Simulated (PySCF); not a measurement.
## Spinor energies of Tc (technetium, neutral)

Start: [Kr] 4d5 5s1 5p1; 4d5/2 filled at m_j = -3/2, -1/2, +1/2, +3/2, +5/2; 5s1/2 filled at m_j = +1/2; 5p3/2 filled at m_j = +3/2. Calculated with PySCF 2.14 in x2c-SVPall-2c with one added diffuse shell each of s, p, d type (7s9p7d1f, 76 functions): generalised Hartree-Fock with the X2C-1e Hamiltonian and a Gaussian nucleus; one run each with spin-orbit coupling (SO) switched off, then screened by Boettger's factors. This is a chosen level, not necessarily the ground level.

```json
{"spinor shell": "1s1/2", "electrons": "2", "ε, spin-free (eV)": "-21155.9", "ε, screened SO (eV)": "-21154.8", "weight of nominal j (screened SO)": "1.000", "rms radius, screened SO (bohr)": "0.0394"}
{"spinor shell": "2s1/2", "electrons": "2", "ε, spin-free (eV)": "-3095.4", "ε, screened SO (eV)": "-3095.1", "weight of nominal j (screened SO)": "1.000", "rms radius, screened SO (bohr)": "0.162"}
{"spinor shell": "2p1/2", "electrons": "2", "ε, spin-free (eV)": "-2764.4", "ε, screened SO (eV)": "-2846.2", "weight of nominal j (screened SO)": "1.000", "rms radius, screened SO (bohr)": "0.141"}
{"spinor shell": "2p3/2", "electrons": "4", "ε, spin-free (eV)": "-2764.4", "ε, screened SO (eV)": "-2726.1", "weight of nominal j (screened SO)": "1.000", "rms radius, screened SO (bohr)": "0.145"}
{"spinor shell": "3s1/2", "electrons": "2", "ε, spin-free (eV)": "-573.21", "ε, screened SO (eV)": "-573.17", "weight of nominal j (screened SO)": "1.000", "rms radius, screened SO (bohr)": "0.441"}
{"spinor shell": "3p1/2", "electrons": "2", "ε, spin-free (eV)": "-461.39", "ε, screened SO (eV)": "-475.63", "weight of nominal j (screened SO)": "1.000", "rms radius, screened SO (bohr)": "0.439"}
{"spinor shell": "3p3/2", "electrons": "4", "ε, spin-free (eV)": "-461.39", "ε, screened SO (eV)": "-454.74", "weight of nominal j (screened SO)": "1.000", "rms radius, screened SO (bohr)": "0.450"}
{"spinor shell": "3d3/2", "electrons": "4", "ε, spin-free (eV)": "-280.53", "ε, screened SO (eV)": "-283.05", "weight of nominal j (screened SO)": "0.963", "rms radius, screened SO (bohr)": "0.434"}
{"spinor shell": "3d5/2", "electrons": "6", "ε, spin-free (eV)": "-280.53", "ε, screened SO (eV)": "-278.84", "weight of nominal j (screened SO)": "0.975", "rms radius, screened SO (bohr)": "0.437"}
{"spinor shell": "4s1/2", "electrons": "2", "ε, spin-free (eV)": "-90.781", "ε, screened SO (eV)": "-90.811", "weight of nominal j (screened SO)": "1.000", "rms radius, screened SO (bohr)": "1.13"}
{"spinor shell": "4p1/2", "electrons": "2", "ε, spin-free (eV)": "-57.195", "ε, screened SO (eV)": "-62.851", "weight of nominal j (screened SO)": "0.655", "rms radius, screened SO (bohr)": "1.26"}
{"spinor shell": "4p3/2", "electrons": "4", "ε, spin-free (eV)": "-57.195", "ε, screened SO (eV)": "-54.495", "weight of nominal j (screened SO)": "0.828", "rms radius, screened SO (bohr)": "1.26"}
{"spinor shell": "4d5/2", "electrons": "5", "ε, spin-free (eV)": "-15.184", "ε, screened SO (eV)": "-15.225", "weight of nominal j (screened SO)": "0.578", "rms radius, screened SO (bohr)": "1.82"}
{"spinor shell": "5s1/2", "electrons": "1", "ε, spin-free (eV)": "-9.472", "ε, screened SO (eV)": "-9.486", "weight of nominal j (screened SO)": "0.999", "rms radius, screened SO (bohr)": "3.53"}
{"spinor shell": "5p3/2", "electrons": "1", "ε, spin-free (eV)": "-4.916", "ε, screened SO (eV)": "-4.859", "weight of nominal j (screened SO)": "1.000", "rms radius, screened SO (bohr)": "4.68"}
```

```csv
quantity,spin-free,screened SO
E (hartree),-4282.36449,-4282.89188
M_J,9/2,9/2
⟨J²⟩,24.759,24.760
⟨L²⟩,2.008,2.032
⟨S²⟩,15.752,15.736
```

Each row is a mean over spinors that exchange with the open shell spreads, by up to 9.747 eV (4p3/2).

Rows whose weight is well below 1 are mixtures of j = l ± 1/2: exchange outweighs spin-orbit coupling there, and the label is only the starting occupation.

Breit and QED terms are absent; they matter most for the inner s and p1/2 levels.

Densities and radii are taken from the X2C orbitals without a picture-change correction, which distorts them close to the nucleus.

Without spin-orbit coupling the j labels of p, d and f shells carry no meaning; the spin-free column gives the mean over the occupied spinors of each nl shell.
